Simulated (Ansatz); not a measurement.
Species: H$_{4}$O$_{4}$Sn, SMILES `[OH][Sn]([OH])([OH])[OH]` (charge 0, multiplicity 1).

Task: Give a relaxed geometry from Ansatz (a quantum-chemistry and plane-wave program) with r2SCAN-D4/def2-TZVP.

Result: One answer among several that fit: the end point of this relaxation, one of several conformers (outside a Z-matrix the atoms follow the SMILES, hydrogens last).
Z-matrix (Å, degrees):
```
Sn
O 1 1.9514
H 2 0.9654 1 111.15
O 1 1.9514 2 105.84 3 19.99
H 4 0.9654 1 111.14 2 -144.77
O 1 1.9514 2 105.83 3 144.80
H 6 0.9654 1 111.15 2 -19.95
O 1 1.9514 2 116.98 3 -97.61
H 8 0.9654 1 111.15 2 -97.61
```
